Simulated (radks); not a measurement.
Task: Species: W3+. Configuration: [Xe] 4f14 5d2 6p1 (not the ground configuration). Calculated with a radial shooting solver on a logarithmic mesh with Libxc functionals: scalar-relativistic Kohn-Sham, r2SCAN, spin-unpolarised, spherical densities, finite nucleus; meta-GGA in the generalised Kohn-Sham scheme; Fermi nuclear charge, rms radius 5.3658 fm. Some entries of the table are withheld. Estimate them.

orbital  occ.  eigenvalue (hartree)  <r> (bohr)  <1/r> (bohr^-1)
1s          2             -2557.650     0.01835            87.05
2s          2             -443.4542     0.07756            20.37
2p          6             -387.9120     0.06944            18.45
3s          2             -103.4670      0.2008            7.555
3p          6             -86.94014      0.2012            6.969
3d         10             -67.89197      0.1824            6.575
4s          2             -22.55565      0.4496            3.199
4p          6             -17.11098      0.4778            2.909
4d         10                   (1)      0.5114            2.587
5s          2              -4.21987       1.062              (2)
5p          6              -2.85643       1.223            1.070
4f         14              -2.49531      0.6046            2.088
5d          2              -1.27016       1.692           0.7608
6p          1              -0.81866       3.103           0.4057

Result: 
(1) 4d eigenvalue (hartree): -10.17221
(2) 5s <1/r> (bohr^-1): 1.256
